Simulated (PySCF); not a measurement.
C3H6BNO2.
SMILES with atom numbers: `[BH3-:1][N+:2]#[C:3][CH2:4][O:5][CH:6]=[O:7]` (hydrogens: H8, H9, H10 on B1; H11, H12 on C4; H13 on C6)
Bond orders are those of one Lewis drawing.

Method: PBE0-D3(BJ)/def2-SVP geometry optimisation, gas phase in PySCF 2.14.0; density fitting, grid level 1; the optimiser is geomeTRIC in internal coordinates, started from a GFN2-xTB structure with every atom displaced at random (about 0.01 Å).

Step 5: E = -9450.0915 eV
```
atom  x, y, z in Å  |  force x, y, z in eV/Å
B1      2.3693   -0.6423   -1.7139   -0.006   0.046  -0.012
N2      1.2560   -0.4639   -0.6860   -0.063   0.173  -0.008
C3      0.4127   -0.2696    0.0737    0.081  -0.170  -0.025
C4     -0.6394   -0.0933    1.0704   -0.111   0.030  -0.020
O5     -1.3027    1.1452    0.9126    0.099   0.085   0.042
C6     -2.5048    1.1148    0.3034    0.034  -0.114   0.007
O7     -3.0340    0.1272   -0.1027   -0.062   0.052  -0.041
H8      2.9385   -1.6853   -1.4311   -0.009  -0.043   0.042
H9      1.8119   -0.6887   -2.8010   -0.002  -0.008   0.000
H10     3.0894    0.3382   -1.5803    0.004  -0.015  -0.006
H11    -1.3528   -0.9297    0.9748    0.015   0.022   0.020
H12    -0.1830   -0.1045    2.0710   -0.004   0.001   0.007
H13    -2.9078    2.1469    0.2581    0.023  -0.059  -0.005
```

Step 6: E = -9450.0963 eV
```
atom  x, y, z in Å  |  force x, y, z in eV/Å
B1      2.3601   -0.6352   -1.7164   -0.027   0.055   0.003
N2      1.2492   -0.4439   -0.6875    0.002   0.083  -0.037
C3      0.4108   -0.2707    0.0815    0.043  -0.112   0.000
C4     -0.6390   -0.0960    1.0802   -0.035  -0.011   0.024
O5     -1.2974    1.1431    0.9210    0.025   0.014   0.051
C6     -2.4903    1.1072    0.2958   -0.039   0.020  -0.078
O7     -3.0121    0.1248   -0.1318    0.009   0.008   0.016
H8      2.9129   -1.6834   -1.4185    0.005  -0.036   0.022
H9      1.8013   -0.6858   -2.8026    0.004  -0.009   0.000
H10     3.0915    0.3378   -1.5914    0.004  -0.016  -0.006
H11    -1.3537   -0.9306    0.9865    0.006   0.007   0.005
H12    -0.1842   -0.1091    2.0818    0.008   0.005  -0.007
H13    -2.8956    2.1369    0.2504   -0.006  -0.009   0.006
```

**Question.** Estimate the geometry and energy of step 7. (The exact step hangs on the optimiser's Hessian estimate; all steps are aligned on step 6, rigid shifts and turns removed.)

**Answer.** E = -9450.0979 eV, largest force 0.110 eV/Å
```
atom  x, y, z in Å  |  force x, y, z in eV/Å
B1      2.3482   -0.6262   -1.7192   -0.030   0.029   0.015
N2      1.2421   -0.4252   -0.6870    0.038   0.001  -0.040
C3      0.4098   -0.2762    0.0931   -0.001  -0.034   0.015
C4     -0.6385   -0.1020    1.0942    0.001  -0.010   0.016
O5     -1.2948    1.1382    0.9331    0.001  -0.025   0.023
C6     -2.4720    1.1042    0.2776   -0.104   0.031   0.018
O7     -2.9840    0.1255   -0.1696    0.061   0.000  -0.003
H8      2.8887   -1.6784   -1.4064    0.011  -0.012  -0.002
H9      1.7865   -0.6851   -2.8034    0.005  -0.006   0.000
H10     3.0896    0.3399   -1.6065    0.003  -0.008   0.000
H11    -1.3528   -0.9365    1.0034   -0.006  -0.001  -0.003
H12    -0.1835   -0.1136    2.0957    0.011   0.012  -0.012
H13    -2.8858    2.1303    0.2438    0.011   0.024  -0.027
```

The energy changes by -0.0016 eV. The first-order estimate −F·Δx gives -0.0040 eV and the mean of the old and new forces, exact on a quadratic surface, -0.0021 eV. The step makes an angle of 75° with the force vector and moves no atom by more than 0.047 Å.

What follows is the cost of the whole optimisation. On one thread, Arm Neoverse V1 (aarch64), shared host with 32 logical CPUs at a one-minute load of 22, this took 83 s of wall time and 0.53 GiB of memory at its peak.
